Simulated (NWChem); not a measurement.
Species: CH$_{6}$OSeSi; SMILES CO[SiH2][SeH]

```xyz
10

Si     0.9701     0.6214    -0.1086
Se    -0.1789    -1.3507     0.0581
O      0.1056     1.9415     0.3993
C     -1.1204     2.3604    -0.1343
H      2.1299     0.5194     0.8105
H      1.3806     0.7801    -1.5368
H     -0.7401    -1.2319    -1.2965
H     -1.8938     1.5759    -0.0453
H     -1.4631     3.2444     0.4238
H     -1.0334     2.6419    -1.2003
```
Atoms are numbered in this order, from 1.

Program: NWChem. Pople sets run with spherical d functions. All runs use the structure optimised with PBE0/def2-SVP. Total energies compare along this basis series because the functional is fixed.

```tsv
level	basis functions	energy (Ha)	highest occupied level (eV)	orbital gap (eV)	dipole (D)	relative time
B3LYP/STO-3G	43	-2776.4473	-3.87	8.43	2.06	1
B3LYP/3-21G	65	-2794.5026	-6.74	7.21	2.02	1
B3LYP/6-31G*	90	-2807.7678	-6.80	7.05	1.79	4
B3LYP/6-311G**	142	-2808.0987	-6.93	6.59	1.66	8
```

Relative times are rough (shared machine, one core).
